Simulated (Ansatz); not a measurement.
Reaction (formal exchange of groups at a C–Si bond): `CO[Si](C)(N)Cl` + `[CH2]1C[SiH2][AlH]1` → `CC1[CH2][AlH][SiH2]1` + `CO[SiH](N)Cl`

Program: Ansatz. Geometries: PBE0-D4/def2-TZVP. ΔE: electronic, gas phase. CCSD(T)/CBS adds triple-zeta CCSD(T) − MP2 to the extrapolated MP2 energy (def2 sets, frozen cores). Functionals use def2-TZVPP. B3LYP here is the variant with VWN-RPA as its local correlation; programs differ in this. One conformer a species, not always the lowest.

```
        level  ΔE (kcal/mol)
       PBE-D4           13.6
     B3LYP-D4           13.9
       B2PLYP           13.4
HF/def2-QZVPP           13.0
```

Problem. What does CCSD(T)/CBS give? (Best estimate.)

Solution. Ansatz gave: +13.3 kcal/mol. The listed levels differ from it by 0.3, 0.6, 0.1, -0.3 kcal/mol.

Largest T1 diagnostic among the species: 0.012.
